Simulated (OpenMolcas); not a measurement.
**Cr3+: effect of the active space**

| Property | Result |
| --- | --- |
| Program | OpenMolcas |
| Method | SS-CASPT2 or its RAS form, IPEA 0.25 Eh, imaginary shift 0.1 Eh |
| Basis | ANO-RCC-VTZP |
| Scalar Hamiltonian | DKH2, point nucleus |
| Spin-orbit coupling | state interaction with AMFI integrals over the reference wave functions, term energies averaged over their components |

A. 3 electrons in 5 orbitals (3d); 2S+1 = 4 even, 10 roots; 2S+1 = 2 even, 40 roots; closed shells correlated: 3s 3p; CASPT2 step roughly 6 core-seconds
B. 9 electrons in 8 orbitals (RAS1 3p, at most 2 holes; RAS2 3d); 2S+1 = 4 even, 10 roots; 2S+1 = 2 even, 40 roots; closed shells correlated: 3s; CASPT2 step roughly 23 core-seconds
C. 3 electrons in 9 orbitals (RAS2 3d 4s; RAS3 4p, at most 2 electrons); 2S+1 = 4 even, 20 roots; 2S+1 = 2 even, 64 roots kept (CI in the orbitals of an earlier block); 2S+1 = 4 odd, 21 roots; 2S+1 = 2 odd, 12 roots kept (CI in the orbitals of an earlier block); closed shells correlated: 3s 3p; CASPT2 step roughly 3 core-minutes
D. 3 electrons in 10 orbitals (3d 4d); 2S+1 = 4 even, 10 roots; 2S+1 = 2 even, 40 roots; closed shells correlated: 3s 3p; CASPT2 step roughly 4 core-minutes

Energies in cm-1 above 3d3 4F 3/2, the measured ground level; measured values from Sugar and Corliss, J. Phys. Chem. Ref. Data 6, 317 (1977).

```csv
Level,A,B,C,D,Measured
3d3 4F 3/2,0.0,0.0,0.0,0.0,0.0
3d3 4F 5/2,247,258,257,248,236
3d3 4F 7/2,583,609,608,587,556
3d3 4F 9/2,1001,1045,1043,1009,946
3d3 4P 1/2,14610,14650,14360,14770,14059
3d3 4P 3/2,14720,14760,14470,14880,14177
3d3 4P 5/2,15000,15070,14770,15180,14471
3d3 2G 7/2,15110,15420,15310,15520,15052
3d3 2G 9/2,15470,15790,15690,15890,15402
3d3 2D 3/2(1) [70 %],20370,21390,21110,21490,20650
3d3 2P 1/2,20940,19900,19660,20090,19519
3d3 2H 9/2,21140,21500,21590,21780,21066
3d3 2D 5/2(1),21150,21590,21240,21630,20664
3d3 2H 11/2,21410,21780,21880,22070,21321
3d3 2P 3/2 [70 %],21610,19930,19670,20110,
3d3 2F 7/2,35200,35320,35040,35580,34363
3d3 2F 5/2,35350,35480,35200,35730,34556
3d3 2D 5/2(2),55160,54610,54680,55590,52975
3d3 2D 3/2(2),55340,54830,54880,55750,53142
```

Deviations, from unrounded energies. A percentage is the sum of absolute deviations over the sum of measured energies, with the sign that they share, or ± where signs differ.

```json
{"Against measurement": "mean absolute deviation (cm-1)", "Levels": "17", "A": "600", "B": "640", "C": "510", "D": "860"}
{"Against measurement": "fine structure of the ground term (%)", "Levels": "3", "A": "+5.4", "B": "+10.1", "C": "+9.9", "D": "+6.2"}
{"Against measurement": "other terms of the ground configuration (%)", "Levels": "14", "A": "±2.9", "B": "+3.0", "C": "+2.4", "D": "+4.1"}
```

C lies closest to measurement on these levels and D furthest from it. The largest miss of C in the table is 3d3 2D 3/2(2), by +1700 cm-1. The ranking rests on the paired levels alone, and a cruder setting can come out closer through cancelling errors.

The two smallest mean deviations differ by little beside CASPT2's spread within terms, so their order carries little weight.

Among A to D the level of the table that moves most is 3d3 2P 3/2 [70 %], by 1900 cm-1 (lowest in C, highest in A). Moves below CASPT2's spread within the term are not significant.

Term energies are means over components that CASPT2 splits; among the terms shown or strongly mixed into the levels shown the widest spread is 900 cm-1 (3d3 4F, A). The CASPT2 spread within a term exceeds the gap to the next term for 3d3 2D(1) and 3d3 2P, 3d3 2P and 3d3 2H, so the order of their levels is uncertain, and so are names and mixing where such terms share a J (holds for A). Active for correlation alone: 3p; no level in the range computed is led by a configuration that opens it, so any true level of that kind is missing (holds for B). Terms from blocks run as CI alone lack orbitals of their own (holds for C). Active for correlation alone: 4d; no level in the range computed is led by a configuration that fills it, so any true level of that kind is missing (holds for D). Measured partners are found by configuration, term and J. A level has none where our copy of the source lacks it or the pairing is in doubt (some pairs that miss far off the trend of their configuration count as doubtful), and it then counts in no deviation. Only configurations of the active space appear. The table leaves out levels that lie high or whose names do not pair safely across all columns.

A share in square brackets marks a mixed level and gives the weight of the term that names it, the lowest over the columns. A number in round brackets counts repeated terms of one configuration in the order of the reference energies.
